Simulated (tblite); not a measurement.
Species: hexafluorophosphate, PF₆ (charge -1).
Bonds: F1–P2, P2–F3, P2–F4, P2–F5, P2–F6, P2–F7.

Computed with GFN2-xTB (tblite), gas phase: Langevin dynamics at 400 K from the optimised GFN2-xTB geometry, time step 0.5 fs, friction 0.01 fs⁻¹, 2000 steps.

Start geometry:
```
atom  x, y, z in Å
F1     -0.618   -1.489    0.221
P2      0.001    0.001   -0.004
F3      0.929   -0.567   -1.216
F4     -0.928    0.568    1.208
F5      1.187   -0.331    1.062
F6     -1.186    0.333   -1.069
F7      0.619    1.491   -0.229
```

The statistics below take the 31 frames saved every 25 fs from 250 to 1000 fs; their kinetic temperature (all 3N coordinates) averages 389 K.

Task: Give the mean, spread and extremes of the bond lengths.

Result: 
| bond | start (Å) | mean (Å) | standard deviation (Å) | shortest (Å) | longest (Å) |
| --- | --- | --- | --- | --- | --- |
| F1–P2 | 1.629 | 1.643 | 0.049 | 1.537 | 1.757 |
| P2–F3 | 1.629 | 1.640 | 0.035 | 1.583 | 1.736 |
| P2–F4 | 1.629 | 1.638 | 0.042 | 1.557 | 1.719 |
| P2–F5 | 1.629 | 1.634 | 0.037 | 1.552 | 1.721 |
| P2–F6 | 1.629 | 1.638 | 0.046 | 1.551 | 1.713 |
| P2–F7 | 1.629 | 1.642 | 0.073 | 1.484 | 1.857 |

Task: Give the same statistics for bond angles, one of each kind among heavy atoms.

Result: 
| angle | start (°) | mean (°) | standard deviation (°) | smallest (°) | largest (°) |
| --- | --- | --- | --- | --- | --- |
| F1–P2–F3 | 90.0 | 89.4 | 4.0 | 83.0 | 97.8 |
| F1–P2–F7 | 180.0 | 175.1 | 2.6 | 168.0 | 179.0 |

Task: How far does each atom move about its mean position (frames aligned on the start, all atoms weighted alike), and what rms force does it feel?

Result: 
| atom | rms displacement (Å) | rms force (eV/Å) |
| --- | --- | --- |
| F1 | 0.09 | 0.98 |
| P2 | 0.05 | 2.38 |
| F3 | 0.08 | 0.81 |
| F4 | 0.09 | 0.97 |
| F5 | 0.09 | 0.85 |
| F6 | 0.10 | 1.13 |
| F7 | 0.09 | 1.43 |

The displacements run from 0.05 to 0.10 Å.

The run is classical and short, so these are rough statistics of one trajectory.

What follows is the cost of the whole dynamics run. Hardware: an Arm Neoverse V2 with one thread (shared host). Cost: 5.2 s of wall time, 0.18 GiB resident at most.
